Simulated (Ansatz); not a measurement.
Total energies of AlCl2H3OSi (`[SiH3][O][Al]([Cl])[Cl]`).

| atom | x (Å) | y (Å) | z (Å) |
| --- | --- | --- | --- |
| Si1 | 0.941 | -0.680 | -0.967 |
| O2 | -0.071 | 0.057 | 0.075 |
| Al3 | -1.107 | 0.800 | 1.138 |
| Cl4 | -2.748 | 1.854 | 0.436 |
| Cl5 | -0.771 | 0.683 | 3.180 |
| H6 | 1.537 | -1.880 | -0.326 |
| H7 | 2.024 | 0.261 | -1.353 |
| H8 | 0.195 | -1.095 | -2.183 |

Total charge 0; spin multiplicity 1. All single points use the PBE0-D4/def2-TZVP geometry. It is one conformer, not always the lowest. Basis def2-TZVPP, Ansatz.

RPA on PBE orbitals: Hartree–Fock energy of these orbitals -1526.74312 Eh, correlation -1.32833 Eh (frozen core).

| functional | energy without D4 (Eh) | D4 term (kJ/mol) |
| --- | --- | --- |
| LDA (SPW92) | -1523.92867 | – |
| PBE | -1528.91840 | -21.0 |
| revPBE | -1529.35188 | -52.4 |
| BLYP | -1529.65204 | -44.3 |
| r2SCAN | -1529.52733 | -5.2 |
| B97M-V | -1529.28395 | – |
| PBE0 | -1529.05030 | -18.2 |
| B3LYP | -1529.75007 | -34.2 |
| r2SCANh | -1529.51728 | -5.7 |
| r2SCAN0 | -1529.50329 | -6.4 |
| HSE06 (plane-wave form) | -1529.01882 | -17.3 |
| BHLYP | -1529.65082 | -29.8 |
| CAM-B3LYP | -1529.69575 | -19.1 |
| LC-ωPBE | -1529.20395 | – |
| ωB97X-V | -1529.42820 | – |
| ωB97M-V | -1529.57277 | – |
| B2PLYP | -1529.13660 | – |
| PBE-QIDH | -1528.70974 | – |

B3LYP takes the VWN-RPA correlation (the form of Gaussian; ORCA's B3LYP/G). HSE06 is the plane-wave form, built on full-range PBE exchange. The double hybrids freeze the cores in their second-order part.

LC-ωPBE has ω = 0.4 bohr⁻¹.
